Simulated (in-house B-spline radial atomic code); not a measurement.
A calculation on Mg VII (Mg6+) (an excited or competing configuration): its settings, and results tabulated from the run. Level of theory: scalar-relativistic (X2C) B97-1, spin-polarised, spherical fractional occupations, exact exchange averaged over the configuration, Fermi nucleus of rms radius 3.057 fm; calculated with a radial B-spline atomic code at the basis-set limit.

Command:
```bash
python run_scf.py task.json out
```
Settings (nuclear radius in fm, mass in u):
```
Z                12
configuration    [He] 2s1 2p2 3d1
hamiltonian      x2c
method           b97_1
spin_polarised   True
nucleus          fermi
rms_radius       3.057
atomic_mass      23.98504
speed_of_light   137.035999084
exact_exchange   averaged over the configuration
```

Output (hartree, bohr):
```
 radial grid: 66 intervals, B-splines of order 8, outer radius 10.2985 bohr

 iter        energy (Eh)    residual
    1        -172.534764    4.76e-01
    2        -174.475753    4.41e-02
    3        -174.499799    1.98e-02
    4        -174.504408    8.88e-03
    5        -174.505485    1.28e-03
    6        -174.505502    2.78e-05
    7        -174.505502    2.93e-06
    8        -174.505502    3.32e-08

 total energy                      -174.50550
 kinetic                             174.9841
 electron-nucleus                   -378.2279
 Hartree                              39.9958
 exact exchange                       -2.1505
 exchange-correlation                 -9.1071

 orbital      occ     eigenvalue          <r>       <r^2>       <1/r>       r_max
 1s up      1.000       -55.2407      0.12986   0.0227075     11.7018     0.08479
 1s down    1.000       -54.9953      0.12948   0.0225372     11.7209     0.08477
 2s up      1.000        -9.4281     0.590733    0.409699     2.49531      0.4984
 2p up      2.000        -8.4282      0.52892    0.340492     2.40559       0.413
 3d up      1.000        -2.6854      1.36727     2.16649    0.868593        1.15
```

Time taken, with all properties: 0.23 s on 1 thread of Arm Neoverse N1 (shared host).
